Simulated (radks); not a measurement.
Values are calculated unless marked as measured or tabulated.
Problem. All-electron atom: the gadolinium ion Gd2+ in [Kr] 4d10 4f7 5s1.5 5p6 5d1 6p0.5 (fractional occupations, a model configuration). Code: a radial shooting solver on a logarithmic mesh with Libxc functionals. Model: scalar-relativistic Kohn-Sham, SCAN, spin-polarised, spherical densities, finite nucleus; open shells are filled with parallel spins first (spin-orbit coupling, left out, can overturn this in heavy ions); meta-GGA in the generalised Kohn-Sham scheme; Fermi nuclear charge, rms radius 5.1569 fm. Some entries of the table are withheld. Estimate them.

| orbital | occ. | eigenvalue (hartree) | <r> (bohr) |
|---|---|---|---|
| 1s up | 1 | -1844.329 | 0.02191 |
| 1s down | 1 | -1844.326 | 0.02191 |
| 2s up | 1 | -305.8542 | 0.09323 |
| 2s down | 1 | -305.8468 | 0.09323 |
| 2p up | 3 | -272.0975 | 0.08236 |
| 2p down | 3 | -272.0911 | 0.08236 |
| 3s up | 1 | -68.68080 | 0.2441 |
| 3s down | 1 | -68.56078 | 0.2438 |
| 3p up | 3 | -58.14797 | 0.2429 |
| 3p down | 3 | -58.02366 | 0.2426 |
| 3d up | 5 | -44.24333 | 0.2214 |
| 3d down | 5 | -44.14084 | 0.2210 |
| 4s up | 1 | -14.59245 | 0.5526 |
| 4s down | 1 | -14.30931 | 0.5531 |
| 4p up | 3 | -11.10268 | 0.5847 |
| 4p down | 3 | -10.81860 | 0.5854 |
| 4d up | 5 | -6.26785 | 0.6355 |
| 4d down | 5 | -5.97516 | 0.6372 |
| 5s up | 1 | -2.53672 | 1.314 |
| 5s down | 0.5 | -2.40064 | 1.350 |
| 5p up | 3 | -1.67499 | 1.523 |
| 5p down | 3 | -1.56215 | 1.556 |
| 4f up | 7 | -1.05632 | (1) |
| 5d up | 1 | -0.66366 | 2.220 |
| 6p up | 0.5 | -0.44114 | 3.987 |

Solution. 
(1) 4f up <r> (bohr): 0.8373
